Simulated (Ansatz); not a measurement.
Ansatz (a quantum-chemistry and plane-wave program) input (CCSD(T)/def2-QZVPP):
A basis named .json is the Basis Set Exchange file of that set.

Ansatz 0.2 input:
```yaml
crystal:
  periodic: [false, false, false]
  atoms:
    - {symbol: Bi, position_ang: [0.04526340, -0.03284952, 0.95363610]}
    - {symbol: I, position_ang: [1.09068113, 1.82953112, -0.73803030]}
    - {symbol: I, position_ang: [-1.16156533, -1.77808754, -0.75539981]}
basis:
  gaussian:
    orbitals: def2-QZVPP.json
total_charge: 1
magnetization: {spin_polarized: false}
correlation: {method: ccsd_t, electrons: outside_noble_gas}
```

End of the output:

```
second order -11.04429301 eV of doubles, -0.00000000 eV of singles
coupled cluster: 2.02 GiB planned
cycle   1  -11.38336847 eV  change   -3.4e-1 eV  update   1.2e-1
cycle   2  -11.67272072 eV  change   -2.9e-1 eV  update   4.1e-2
cycle   3  -11.78038921 eV  change   -1.1e-1 eV  update   2.9e-2
cycle   4  -11.76750482 eV  change    1.3e-2 eV  update   1.2e-2
cycle   5  -11.76368872 eV  change    3.8e-3 eV  update   5.8e-3
cycle   6  -11.76464256 eV  change   -9.5e-4 eV  update   1.6e-3
cycle   7  -11.76455641 eV  change    8.6e-5 eV  update   5.5e-4
cycle   8  -11.76470934 eV  change   -1.5e-4 eV  update   1.5e-4
cycle   9  -11.76473932 eV  change   -3.0e-5 eV  update   4.9e-5
cycle  10  -11.76470977 eV  change    3.0e-5 eV  update   1.9e-5
cycle  11  -11.76471481 eV  change   -5.0e-6 eV  update   9.3e-6
perturbative correction -0.70441915 eV, -0.0258869264 hartree
Total energy: -21964.08632653 eV, -807.1652847075 hartree
```
